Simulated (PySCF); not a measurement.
Atom-mapped SMILES (the numbers label the heavy atoms): `[CH2:1]=[N:2][c:3]1[cH:4][cH:5][cH:6][c:7]([F:8])[c:9]1[F:10]`; H(Xn) means a hydrogen on atom n. Ha(C1) is cis to C3; Hb(C1) is trans to C3.

A single conformation, non-relativistic Hamiltonian, isolated molecule. GFN2-xTB structure; PBE0/pcSseg-1 with gauge-including orbitals; PySCF 2.14.

Referencing at the same level of theory: ¹³C, ¹H against TMS; ¹⁵N vs NH3; ¹⁹F vs CFCl3.

| atoms | nucleus | count | Hirshfeld charge | δ (ppm) |
| --- | --- | --- | --- | --- |
| H(C6) | ¹H | 1 | 0.06 | 7.15 |
| F8 | ¹⁹F | 1 | -0.08 | -143.3 |
| Hb(C1) | ¹H | 1 | 0.06 | 7.92 |
| C5 | ¹³C | 1 | -0.05 | 129.0 |
| C7 | ¹³C | 1 | 0.07 | 161.3 |
| H(C5) | ¹H | 1 | 0.06 | 7.36 |
| N2 | ¹⁵N | 1 | -0.13 | 395.9 |
| F10 | ¹⁹F | 1 | -0.08 | ? |
| H(C4) | ¹H | 1 | 0.05 | ? |
| C4 | ¹³C | 1 | -0.06 | ? |
| C9 | ¹³C | 1 | 0.06 | ? |
| C6 | ¹³C | 1 | -0.07 | 118.6 |
| C1 | ¹³C | 1 | 0.03 | ? |
| Ha(C1) | ¹H | 1 | 0.05 | 7.81 |
| C3 | ¹³C | 1 | 0.03 | 147.3 |

**Question.** Estimate the values marked ?.

**Answer.** 
- C1: 162.6 ppm, C=N carbon
- C9: 147.3 ppm, aromatic carbon bearing fluorine; σ withdrawal by the attached heteroatom moves it downfield of the ring CH carbons
- C4: 125.8 ppm, aromatic CH
- H(C4): 7.17 ppm, hydrogen on an aromatic CH; the ring current deshields protons in the ring plane
- F10: -175.8 ppm, aryl fluorine

Shifts are as computed. Against solution values, carbons near 30 ppm lie about +3 ppm off and those near 130 ppm about +5 ppm. Of 1211 compounds with measured shifts, 218 miss one by over three times the rms of a fit or turn the order of signals round; such compounds aren't used in these exercises. Unscaled 19F shifts against computed CFCl3 carry errors that often reach 10 to 50 ppm. Experimental scales use liquid or dissolved standards, which lie at an offset from isolated NH3 (liquid NH3: subtract about 20 ppm). Unscaled 15N shifts of sp2 nitrogen come out 20 to 40 ppm too high even then.
